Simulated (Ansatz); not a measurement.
Molecular dynamics of CH₃Cl₃Si

Input file:

```yaml
crystal:
  periodic: [false, false, false]
  atoms:
    - { symbol: Si, position_ang: [0.005074, 0.004735, 0.034698] }
    - { symbol: C, position_ang: [-0.03603, -0.036058, 1.885574] }
    - { symbol: H, position_ang: [-1.091373, -0.106017, 2.185218] }
    - { symbol: H, position_ang: [0.477098, -0.87692, 2.379288] }
    - { symbol: H, position_ang: [0.381269, 0.881706, 2.326936] }
    - { symbol: Cl, position_ang: [1.919996, 0.114401, -0.740417] }
    - { symbol: Cl, position_ang: [-1.065517, 1.569387, -0.723279] }
    - { symbol: Cl, position_ang: [-0.837791, -1.672397, -0.700937] }
basis:
  gaussian: { orbitals: def2-SVP }
hamiltonian:
  xc: hf
md:
  timestep: 0.5
  n_steps: 100
  ensemble: nvt_nose_hoover
  temperature: 2000.0
  initial_velocities: maxwell_boltzmann
  seed: 658591
  nose_hoover: { tau: 100.0, chain_length: 3 }
  temperature_schedule:
    - { n_steps: 25, end_temperature: 2000.0 }
    - { n_steps: 75, end_temperature: 4000.0 }
```

Launched with:

```bash
$ ansatz run input.yaml --threads 1 --pin off --max-ram 2048MiB --backend cpu --events-out ev --progress --plain --runs-dir out
```

It goes on from the last frame of an earlier run, with new velocities.

Output, in part (one step line in 2, the closing report, with atoms numbered from 0):

```
md step     0: t =     0.00 fs  T =  2000.0 K (target 2000.0 K)  F+E_penalty+E_count = -46440.74475941 eV  E_kin = 1.551120 eV  conserved = -46439.19363943 eV  (32 SCF iters)
md step     2: t =     1.00 fs  T =  1900.0 K (target 2000.0 K)  F+E_penalty+E_count = -46440.66572486 eV  E_kin = 1.473533 eV  conserved = -46439.19219343 eV  (32 SCF iters)
md step     4: t =     2.00 fs  T =  1751.1 K (target 2000.0 K)  F+E_penalty+E_count = -46440.54837746 eV  E_kin = 1.358069 eV  conserved = -46439.19032616 eV  (31 SCF iters)
md step     6: t =     3.00 fs  T =  1684.8 K (target 2000.0 K)  F+E_penalty+E_count = -46440.49704254 eV  E_kin = 1.306698 eV  conserved = -46439.19040977 eV  (31 SCF iters)
md step     8: t =     4.00 fs  T =  1699.1 K (target 2000.0 K)  F+E_penalty+E_count = -46440.50964853 eV  E_kin = 1.317779 eV  conserved = -46439.19202150 eV  (31 SCF iters)
md step    10: t =     5.00 fs  T =  1679.9 K (target 2000.0 K)  F+E_penalty+E_count = -46440.49572666 eV  E_kin = 1.302866 eV  conserved = -46439.19314056 eV  (31 SCF iters)
md step    12: t =     6.00 fs  T =  1546.3 K (target 2000.0 K)  F+E_penalty+E_count = -46440.39139611 eV  E_kin = 1.199245 eV  conserved = -46439.19259373 eV  (31 SCF iters)
md step    14: t =     7.00 fs  T =  1349.7 K (target 2000.0 K)  F+E_penalty+E_count = -46440.23651940 eV  E_kin = 1.046795 eV  conserved = -46439.19036443 eV  (31 SCF iters)
md step    16: t =     8.00 fs  T =  1246.5 K (target 2000.0 K)  F+E_penalty+E_count = -46440.15570466 eV  E_kin = 0.966716 eV  conserved = -46439.18986815 eV  (32 SCF iters)
md step    18: t =     9.00 fs  T =  1266.5 K (target 2000.0 K)  F+E_penalty+E_count = -46440.17334758 eV  E_kin = 0.982272 eV  conserved = -46439.19226096 eV  (31 SCF iters)
md step    20: t =    10.00 fs  T =  1248.9 K (target 2000.0 K)  F+E_penalty+E_count = -46440.16054486 eV  E_kin = 0.968576 eV  conserved = -46439.19353555 eV  (33 SCF iters)
md step    22: t =    11.00 fs  T =  1097.2 K (target 2000.0 K)  F+E_penalty+E_count = -46440.04124894 eV  E_kin = 0.850959 eV  conserved = -46439.19228203 eV  (31 SCF iters)
md step    24: t =    12.00 fs  T =   902.6 K (target 2000.0 K)  F+E_penalty+E_count = -46439.88767642 eV  E_kin = 0.700031 eV  conserved = -46439.19006702 eV  (31 SCF iters)
md step    26: t =    13.00 fs  T =   824.1 K (target 2013.3 K)  F+E_penalty+E_count = -46439.82604425 eV  E_kin = 0.639117 eV  conserved = -46439.18978896 eV  (26 SCF iters)
md step    28: t =    14.00 fs  T =   883.0 K (target 2066.7 K)  F+E_penalty+E_count = -46439.87306707 eV  E_kin = 0.684800 eV  conserved = -46439.19164572 eV  (31 SCF iters)
md step    30: t =    15.00 fs  T =   946.5 K (target 2120.0 K)  F+E_penalty+E_count = -46439.92318976 eV  E_kin = 0.734104 eV  conserved = -46439.19310708 eV  (31 SCF iters)
md step    32: t =    16.00 fs  T =   902.3 K (target 2173.3 K)  F+E_penalty+E_count = -46439.88790334 eV  E_kin = 0.699785 eV  conserved = -46439.19287346 eV  (31 SCF iters)
md step    34: t =    17.00 fs  T =   776.4 K (target 2226.7 K)  F+E_penalty+E_count = -46439.78736860 eV  E_kin = 0.602173 eV  conserved = -46439.19068832 eV  (31 SCF iters)
md step    36: t =    18.00 fs  T =   730.4 K (target 2280.0 K)  F+E_penalty+E_count = -46439.74964870 eV  E_kin = 0.566453 eV  conserved = -46439.18941784 eV  (26 SCF iters)
md step    38: t =    19.00 fs  T =   846.4 K (target 2333.3 K)  F+E_penalty+E_count = -46439.84098159 eV  E_kin = 0.656454 eV  conserved = -46439.19160162 eV  (31 SCF iters)
md step    40: t =    20.00 fs  T =   976.2 K (target 2386.7 K)  F+E_penalty+E_count = -46439.94256477 eV  E_kin = 0.757120 eV  conserved = -46439.19361139 eV  (31 SCF iters)
md step    42: t =    21.00 fs  T =   968.9 K (target 2440.0 K)  F+E_penalty+E_count = -46439.93501262 eV  E_kin = 0.751478 eV  conserved = -46439.19296377 eV  (34 SCF iters)
md step    44: t =    22.00 fs  T =   866.9 K (target 2493.3 K)  F+E_penalty+E_count = -46439.85225872 eV  E_kin = 0.672316 eV  conserved = -46439.19064088 eV  (31 SCF iters)
md step    46: t =    23.00 fs  T =   835.2 K (target 2546.7 K)  F+E_penalty+E_count = -46439.82554021 eV  E_kin = 0.647756 eV  conserved = -46439.18973405 eV  (26 SCF iters)
md step    48: t =    24.00 fs  T =   938.3 K (target 2600.0 K)  F+E_penalty+E_count = -46439.90573697 eV  E_kin = 0.727674 eV  conserved = -46439.19141754 eV  (31 SCF iters)
md step    50: t =    25.00 fs  T =  1059.7 K (target 2653.3 K)  F+E_penalty+E_count = -46439.99986007 eV  E_kin = 0.821848 eV  conserved = -46439.19306914 eV  (31 SCF iters)
md step    52: t =    26.00 fs  T =  1073.2 K (target 2706.7 K)  F+E_penalty+E_count = -46440.00841650 eV  E_kin = 0.832293 eV  conserved = -46439.19311055 eV  (31 SCF iters)
md step    54: t =    27.00 fs  T =   981.4 K (target 2760.0 K)  F+E_penalty+E_count = -46439.93337284 eV  E_kin = 0.761158 eV  conserved = -46439.19115381 eV  (31 SCF iters)
md step    56: t =    28.00 fs  T =   932.9 K (target 2813.3 K)  F+E_penalty+E_count = -46439.89212456 eV  E_kin = 0.723493 eV  conserved = -46439.18946670 eV  (26 SCF iters)
md step    58: t =    29.00 fs  T =  1037.1 K (target 2866.7 K)  F+E_penalty+E_count = -46439.97280305 eV  E_kin = 0.804318 eV  conserved = -46439.19138035 eV  (31 SCF iters)
md step    60: t =    30.00 fs  T =  1164.4 K (target 2920.0 K)  F+E_penalty+E_count = -46440.07150540 eV  E_kin = 0.903072 eV  conserved = -46439.19377814 eV  (31 SCF iters)
md step    62: t =    31.00 fs  T =  1142.5 K (target 2973.3 K)  F+E_penalty+E_count = -46440.05129220 eV  E_kin = 0.886079 eV  conserved = -46439.19325204 eV  (32 SCF iters)
md step    64: t =    32.00 fs  T =  1004.0 K (target 3026.7 K)  F+E_penalty+E_count = -46439.93871477 eV  E_kin = 0.778637 eV  conserved = -46439.19071409 eV  (34 SCF iters)
md step    66: t =    33.00 fs  T =   927.5 K (target 3080.0 K)  F+E_penalty+E_count = -46439.87599397 eV  E_kin = 0.719321 eV  conserved = -46439.18972686 eV  (26 SCF iters)
md step    68: t =    34.00 fs  T =   984.9 K (target 3133.3 K)  F+E_penalty+E_count = -46439.91971442 eV  E_kin = 0.763870 eV  conserved = -46439.19141068 eV  (35 SCF iters)
md step    70: t =    35.00 fs  T =  1060.8 K (target 3186.7 K)  F+E_penalty+E_count = -46439.97730427 eV  E_kin = 0.822750 eV  conserved = -46439.19295251 eV  (34 SCF iters)
md step    72: t =    36.00 fs  T =  1032.6 K (target 3240.0 K)  F+E_penalty+E_count = -46439.95249331 eV  E_kin = 0.800829 eV  conserved = -46439.19309155 eV  (34 SCF iters)
md step    74: t =    37.00 fs  T =   892.4 K (target 3293.3 K)  F+E_penalty+E_count = -46439.83922481 eV  E_kin = 0.692082 eV  conserved = -46439.19145604 eV  (33 SCF iters)
md step    76: t =    38.00 fs  T =   769.2 K (target 3346.7 K)  F+E_penalty+E_count = -46439.73914345 eV  E_kin = 0.596535 eV  conserved = -46439.18948223 eV  (26 SCF iters)
md step    78: t =    39.00 fs  T =   794.7 K (target 3400.0 K)  F+E_penalty+E_count = -46439.75776305 eV  E_kin = 0.616350 eV  conserved = -46439.19078961 eV  (27 SCF iters)
md step    80: t =    40.00 fs  T =   879.7 K (target 3453.3 K)  F+E_penalty+E_count = -46439.82340078 eV  E_kin = 0.682232 eV  conserved = -46439.19337591 eV  (33 SCF iters)
md step    82: t =    41.00 fs  T =   840.6 K (target 3506.7 K)  F+E_penalty+E_count = -46439.79005873 eV  E_kin = 0.651959 eV  conserved = -46439.19335051 eV  (34 SCF iters)
md step    84: t =    42.00 fs  T =   673.2 K (target 3560.0 K)  F+E_penalty+E_count = -46439.65505359 eV  E_kin = 0.522122 eV  conserved = -46439.19093903 eV  (34 SCF iters)
md step    86: t =    43.00 fs  T =   547.0 K (target 3613.3 K)  F+E_penalty+E_count = -46439.55341193 eV  E_kin = 0.424195 eV  conserved = -46439.18948863 eV  (28 SCF iters)
md step    88: t =    44.00 fs  T =   565.0 K (target 3666.7 K)  F+E_penalty+E_count = -46439.56668714 eV  E_kin = 0.438215 eV  conserved = -46439.19088625 eV  (35 SCF iters)
md step    90: t =    45.00 fs  T =   634.9 K (target 3720.0 K)  F+E_penalty+E_count = -46439.62009506 eV  E_kin = 0.492365 eV  conserved = -46439.19258295 eV  (35 SCF iters)
md step    92: t =    46.00 fs  T =   624.9 K (target 3773.3 K)  F+E_penalty+E_count = -46439.61005018 eV  E_kin = 0.484612 eV  conserved = -46439.19296412 eV  (34 SCF iters)
md step    94: t =    47.00 fs  T =   505.6 K (target 3826.7 K)  F+E_penalty+E_count = -46439.51373985 eV  E_kin = 0.392127 eV  conserved = -46439.19161219 eV  (35 SCF iters)
md step    96: t =    48.00 fs  T =   389.0 K (target 3880.0 K)  F+E_penalty+E_count = -46439.41908792 eV  E_kin = 0.301710 eV  conserved = -46439.18935674 eV  (27 SCF iters)
md step    98: t =    49.00 fs  T =   429.6 K (target 3933.3 K)  F+E_penalty+E_count = -46439.44950249 eV  E_kin = 0.333202 eV  conserved = -46439.19012662 eV  (27 SCF iters)
md step   100: t =    50.00 fs  T =   572.8 K (target 3986.7 K)  F+E_penalty+E_count = -46439.56104830 eV  E_kin = 0.444232 eV  conserved = -46439.19304900 eV  (35 SCF iters)
Total energy: -46439.56104830 eV, -1706.6223906600 hartree
Atom 0 at    -0.007587     0.037375     0.065164 Å, force     0.188162    -0.107602    -0.399495 eV/Å
Atom 1 at    -0.423962     0.094291     2.025312 Å, force     0.789164     1.959228    -1.710355 eV/Å
Atom 2 at    -1.309247     0.771407     2.076415 Å, force     0.571912    -0.794392    -0.057428 eV/Å
Atom 3 at    -0.624620    -0.868041     2.417256 Å, force    -0.374688    -1.177439     0.182890 eV/Å
Atom 4 at     0.352193     0.553811     2.654382 Å, force    -0.008494    -0.096753    -0.442577 eV/Å
Atom 5 at     2.056594    -0.008373    -0.918361 Å, force    -2.585706     0.538814     1.677247 eV/Å
Atom 6 at    -1.168226     1.763094    -0.619652 Å, force     1.336311    -1.733961     0.223225 eV/Å
Atom 7 at    -0.691864    -1.829231    -0.705399 Å, force     0.083338     1.412104     0.526493 eV/Å
Dipole moment:    -0.116148     0.030941     0.638057 e Å
```

The run went to its last step. The conserved energy stayed within 0.56 meV per atom of its start (net change 0.074 meV per atom), so the integration is sound. The schedule's set-point averaged 3333 K over the second half and the system 828 K, so it lags behind the ramp. A run of 0.05 ps of so small a system gives no equilibrium averages.

The same pairs are bonded in the first frame and the last. Pairs count as bonded within 1.25 times the sum of covalent radii (0.12 Å more for H–H).

Last frame:

```xyz
8
Properties=species:S:1:pos:R:3
Si -0.008 0.037 0.065
C -0.424 0.094 2.025
H -1.309 0.771 2.076
H -0.625 -0.868 2.417
H 0.352 0.554 2.654
Cl 2.057 -0.008 -0.918
Cl -1.168 1.763 -0.620
Cl -0.692 -1.829 -0.705
```

Run time: 4 min on 1 thread of Arm Neoverse V1 (shared host), peak memory 0.21 GiB.
